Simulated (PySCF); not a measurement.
**Excitation energy of O+ by level of theory**

O+ [He] 2s2 2p3 (4S) → O+ [He] 2s1 2p4 (4P), as a difference of total energies. All numbers are calculated (PySCF 2.14, no relativity, point nucleus, in def2-QZVPPD). Correlated levels: valence: 1s2 frozen. The calculations carry no spin-orbit coupling.

```json
{"method": "UHF", "excitation energy (cm⁻¹)": "120160", "error (cm⁻¹)": "+232"}
{"method": "MP2 (valence)", "excitation energy (cm⁻¹)": "120530", "error (cm⁻¹)": "+593"}
{"method": "SCS-MP2 (valence)", "excitation energy (cm⁻¹)": "120570", "error (cm⁻¹)": "+639"}
{"method": "CCSD (valence)", "excitation energy (cm⁻¹)": "119950", "error (cm⁻¹)": "+20"}
{"method": "CCSD(T) (valence)", "excitation energy (cm⁻¹)": "119840", "error (cm⁻¹)": "-97"}
```

Reference: 119930 cm⁻¹ (measured; NIST levels, between the centres of gravity of the two terms).

Errors of the correlated levels include the incompleteness of this basis and the frozen core.
